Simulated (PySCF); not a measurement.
Structure with atom numbers: `[CH2:1]=[C:2]1[CH:3]=[CH:4]/[C:5]1=[C:6](/[CH3:7])[O:8][SiH3:9]` (H(Xn): hydrogen on atom n). Ha(C1) is cis to C3; Hb(C1) is trans to C3.

Geometry: PBE0-D3(BJ)/def2-SVP; GIAO shifts from PySCF, gas phase, non-relativistic, averaged over equivalent atoms.

At HF/pcSseg-1 (210 basis functions, 35 s wall time on 1 thread of an Arm Neoverse N1, shared host):
| atoms | δ (ppm) |
| --- | --- |
| C4 | 157.8 |
| C2 | 155.5 |
| C3 | 147.0 |
| C6 | 138.2 |
| C5 | 125.1 |
| C1 | 99.1 |
| C7 | 16.3 |
| O8 | 60.2 |
| Si9 | -42.2 |
| H(C4) | 7.50 |
| H(C3) | 6.72 |
| Ha(C1) | 4.85 |
| Hb(C1) | 4.78 |
| H(Si9) | 4.47 |
| H(C7) | 2.02 |

Chemical shifts δ = σref − σ; TMS for ¹³C (σ = 190.85 ppm), ²⁹Si (σ = 393.43 ppm), ¹H (σ = 31.69 ppm); H2O for ¹⁷O (σ = 333.31 ppm), all at this level.

What do these become at PBE0/pcSseg-1?

Results:


| atoms | δ at PBE0/pcSseg-1 | change |
| --- | --- | --- |
| C4 | 154.0 | -3.8 |
| C2 | 156.1 | +0.6 |
| C3 | 145.0 | -2.0 |
| C6 | 139.1 | +0.9 |
| C5 | 128.3 | +3.2 |
| C1 | 100.3 | +1.2 |
| C7 | 17.7 | +1.4 |
| O8 | 99.9 | +39.7 |
| Si9 | -38.1 | +4.1 |
| H(C4) | 7.31 | -0.19 |
| H(C3) | 6.56 | -0.16 |
| Ha(C1) | 4.90 | +0.05 |
| Hb(C1) | 4.86 | +0.08 |
| H(Si9) | 5.01 | +0.54 |
| H(C7) | 2.02 | +0.00 |

Chemical shifts δ = σref − σ; ¹³C (σref 184.41) and ²⁹Si (σref 351.99) and ¹H (σref 31.27) against TMS; ¹⁷O (σref 334.56) against H2O, all at this level.

The largest change is at O8 (oxygen bonded to C, Si). Cost: 210 basis functions, 68 s wall time on 1 thread of an Arm Neoverse N1, shared host. The order of the carbon signals changes between the two levels.

Experimental scales use liquid or dissolved standards, which lie at an offset from isolated H2O (liquid H2O: subtract about 36 ppm).
